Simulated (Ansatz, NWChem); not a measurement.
## A ladder of methods for ZrO (SMILES [O][Zr])

The species is ZrO (2 atoms), meant as a singlet with charge 0. As SMILES, `[O][Zr]`. The bond length is the measured one.

```xyz
2

O     0.0000    0.0000    0.0000
Zr    0.0000    0.0000    1.7116
```

Quantity: the vertical energy of the triplet above the singlet, in eV. The values are calculated.

```json
{"level": "HF/def2-TZVP (core potential)", "kind": "Hartree–Fock", "program": "NWChem", "value (eV)": "-0.70", "CPU time (all runs)": "24 s"}
{"level": "r2SCAN/def2-TZVP (core potential)", "kind": "meta-GGA", "program": "Ansatz", "value (eV)": "-0.55", "CPU time (all runs)": "62 s"}
{"level": "B3LYP/def2-TZVP (core potential)", "kind": "global hybrid", "program": "Ansatz", "value (eV)": "-0.05", "CPU time (all runs)": "12 s"}
{"level": "BHLYP/def2-TZVP (core potential)", "kind": "global hybrid", "program": "Ansatz", "value (eV)": "-0.16", "CPU time (all runs)": "13 s"}
{"level": "HSE06/def2-TZVP (core potential)", "kind": "range-separated hybrid", "program": "Ansatz", "value (eV)": "-0.26", "CPU time (all runs)": "14 s"}
{"level": "RPA@PBE/def2-TZVP (core potential)", "kind": "RPA", "program": "Ansatz", "value (eV)": "0.70", "CPU time (all runs)": "38 s"}
{"level": "RPA@PBE0/def2-TZVP (core potential)", "kind": "RPA", "program": "Ansatz", "value (eV)": "0.32", "CPU time (all runs)": "18 s"}
{"level": "BCCD(T)/def2-TZVP (core potential)", "kind": "coupled cluster or CI", "program": "Ansatz", "value (eV)": "0.45", "CPU time (all runs)": "24 s"}
```

Spin-orbit coupling, which can split open shells on such heavy atoms by tenths of an eV, is left out. The values span -0.70 to 0.70 eV. CPU times are rough (shared hosts, several kinds of processor): they show what a rung costs within a factor of a few.
